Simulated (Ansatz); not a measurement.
`S[SiH2][GeH2][I]` + CH₃OH → `C[O][GeH2][I]` + `[SiH3]S` at 400 K and 1 bar (cleavage of the Ge–Si bond).

Program: Ansatz. Geometries: PBE0-D4/def2-TZVP. ΔE: electronic, gas phase. CBS: MP2 limit from def2 TZ/QZ plus the TZ coupled-cluster correction, frozen cores. This one scheme is used for every species. Elements past krypton have def2 core potentials. For Ge, I outer-core shells are correlated without core-valence functions, which leaves a few kJ/mol of doubt a bond. Scalar relativity is left out up to krypton. Each species was taken in one conformer, which may not be the lowest.

```tsv
species	CCSD(T)/CBS energy (Eh)	H − E (kJ/mol)	S (J/(mol·K))
`S[SiH2][GeH2][I]`	-3063.48207	150.9	432.4
CH₃OH	-115.61712	151.2	252.6
`C[O][GeH2][I]`	-2489.82326	183.8	401.8
`[SiH3]S`	-689.27336	109.8	293.0
```

H − E and S are ideal-gas, rigid-rotor, harmonic terms from PBE0-D4/def2-TZVP, for one conformer and one mirror image of each species. 1 Eh = 2625.50 kJ/mol, R = 8.31446 J/(mol·K).

**Question.** By hand: ΔE, ΔH, ΔS and ΔG.

**Answer.** ΔE = (-2489.82326) + (-689.27336) − (-3063.48207) − (-115.61712) = 0.00257 Eh = 6.7 kJ/mol. Δ(H − E) = 183.8 + 109.8 − 150.9 − 151.2 = -8.5, so ΔH = -1.8 kJ/mol. ΔS = 401.8 + 293.0 − 432.4 − 252.6 = 9.8 J/(mol·K). ΔG = -1.8 − 400 × (9.8)/1000 = -5.7 kJ/mol.

**Question.** By hand: the equilibrium constant, and the temperature at which ΔG would vanish if ΔH and ΔS stayed fixed.

**Answer.** log₁₀ K = −ΔG/(RT ln 10) = 0.7. ΔH and −TΔS have one sign here, so there is no such temperature. One of them is within its doubt of zero, so this could turn.

TΔS isn't small against ΔH here. The sign of ΔG lies within the doubt. A doubt of 5 kJ/mol in ΔE shifts log₁₀ K by 0.7 here. Other conformers and mirror images would add mixing entropy, several J/(mol·K) or more a flexible species. Modes under 60 cm⁻¹, often nearly free rotors, make the harmonic entropy too high. These are equilibria of isolated gas molecules and say nothing of rates. Largest T1 diagnostic: 0.011 (customary marks: 0.02 for closed shells, 0.045 for open ones).
